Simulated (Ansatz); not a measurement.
The same path of FGeH3 (5 atoms, charge 0, multiplicity 1) was run twice with different band settings. Lost on the way: Ge1–F2, Ge1–H3. Made: F2–H3.

Computed with Ansatz 0.2.0, RKS BLYP/def2-SVP.

Relaxed end points:

```xyz
5
Properties=species:S:1:pos:R:3
Ge 0.260 0.000 0.101
F 0.333 0.000 1.868
H 1.726 0.000 -0.408
H -0.501 1.287 -0.315
H -0.501 -1.287 -0.315
```

```xyz
5
Properties=species:S:1:pos:R:3
Ge 0.024 0.000 -0.772
F 1.191 0.000 1.302
H 2.038 0.000 0.886
H -0.968 1.158 -0.242
H -0.968 -1.158 -0.242
```

Common settings: movable images 7; climbing image yes; spring 5.0 eV/Å²; optimiser quadratic models (default); start path through a guess of the saddle point; force threshold 0.05 eV/Å; end points relaxed.

| run | iteration limit |
| --- | --- |
| 1 | 60 |
| 2 | 10 |

Question: What does each run give, and how far can it be trusted?

Answer: Run 1: converged after 6 iterations, highest image 2.347 eV above the first end. A vibrational analysis at the climbing image gives one clearly imaginary mode, 1103i cm⁻¹: a first-order saddle point.
Run 2: converged after 6 iterations, highest image 2.347 eV above the first end. Another band between the same ends (7 images) ends at a top of the same energy, where a vibrational analysis finds 1 clearly imaginary mode.
The orbitals stay closed-shell, which can raise the energy where a bond breaks towards radicals; this wasn't checked here.
